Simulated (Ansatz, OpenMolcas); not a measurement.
## Worked example: vertical ionisation energy of CH5FOSn (SMILES [CH3][SnH]([OH])[F])

The species is CH5FOSn (9 atoms), meant as a singlet with charge 0. SMILES: `[CH3][SnH]([OH])[F]`. The shape is that of a PBE0-D4/def2-TZVP optimisation. This is one conformer, not always the lowest.

Both states at this one shape; open shells run unrestricted unless said. 1 Eh = 27.2114 eV.

| level | program | singlet CH5FOSn (Eh) | doublet CH5FOSn+ (Eh) | HOMO of the first (eV) |
| --- | --- | --- | --- | --- |
| HF/def2-SVP (core potential) | Ansatz | -428.285353 | -427.925132 | -11.83 |
| revPBE/def2-SVP (core potential) | Ansatz | -430.308583 | -429.943950 | -6.56 |
| M06-L/def2-SVP (core potential) | OpenMolcas | -430.473503 | -430.098792 | -6.95 |
| B3LYP/def2-SVP (core potential) | Ansatz | -430.409650 | -430.026972 | -7.97 |

Question: Work out the vertical ionisation energy at each level.

Answer: 
1. HF/def2-SVP (core potential): -427.925132 − (-428.285353) = 0.360221 Eh = 9.80 eV; −ε(HOMO) = 11.83 eV.
2. revPBE/def2-SVP (core potential): -429.943950 − (-430.308583) = 0.364633 Eh = 9.92 eV; −ε(HOMO) = 6.56 eV.
3. M06-L/def2-SVP (core potential): -430.098792 − (-430.473503) = 0.374711 Eh = 10.20 eV; −ε(HOMO) = 6.95 eV.
4. B3LYP/def2-SVP (core potential): -430.026972 − (-430.409650) = 0.382678 Eh = 10.41 eV; −ε(HOMO) = 7.97 eV.

No measured value is set beside it here; the levels span 9.80 to 10.41 eV. In Hartree–Fock, −ε(HOMO) (Koopmans) exceeds the difference of totals by the orbital relaxation of the ion. In semi-local functionals −ε(HOMO) lies far under the ionisation energy, a result of self-interaction. Hartree–Fock favours the state with fewer electron pairs, since it lacks pair correlation. Spin-orbit coupling is left out.
